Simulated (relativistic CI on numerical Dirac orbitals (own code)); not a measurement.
Radial Dirac CI calculation of Ne3+.

Command:

```sh
python run_levels.py task.json out
```

Input:

```
atom Ne  Z=10  charge=3  electrons=7
nucleus A=20  rms_radius_fm=3.9072
hamiltonian dirac-coulomb  breit=on  qed=on  c_scale=1
orbitals kli  potential=per-configuration
slater_scale 1
correlation none
mixing on
grid step=0.0125 r_max=19.8
scf mixing=0.4 start=green max_iterations=150 tolerance=0.0001 node_fill=0.05
configurations
  [He] 2s2 2p3
end
```

Output:

```
SCF 1: [He] 2s2 2p3
 iter      energy (Ha)   residual   last orbital (Ha)
    1      -122.710472   9.64e-01     -5.18667
    2      -123.708582   4.88e-01     -4.25021
    3      -124.042636   1.17e-02     -3.45962
    4      -124.043406   8.85e-03     -3.48975
    5      -124.043445   2.78e-04     -3.47919
    6      -124.043446   1.82e-04     -3.47896
    7      -124.043445   3.38e-06     -3.47854
orbital energies (Ha): 1s -34.2193  2s -4.3258  2p1/2 -3.4842  2p3/2 -3.4785
configuration averages (Ha): Dirac-Coulomb, Breit, QED
  2p3                           -124.043445    0.015807    0.010843
levels: no., configuration, term, J, E (cm-1), weight
   1 2p3                    4S*  3/2              0.0  1.00
   2 2p3                    2D*  5/2          44546.6  1.00
   3 2p3                    2D*  3/2          44599.7  1.00
   4 2p3                    2P*  1/2          74363.0  1.00
   5 2p3                    2P*  3/2          74382.3  1.00
lowest total energy -124.219998 Ha
end: converged
```

Against the reference input this run has: nuclear radius 3.9072 fm, SCF tolerance 0.0001. The reference run ends at -124.220014 Ha with Breit and QED terms. With a changed speed of light or nuclear radius the levels are not those of the real ion, and the QED model is not rescaled.

With so few configurations and no correlation, terms lie too far apart (by 10 to 50 % or more near neutrality), their order can be wrong, and levels of other configurations are missing.

Run time about 0.036 s of CPU on one thread of Neoverse-V1 (shared host).
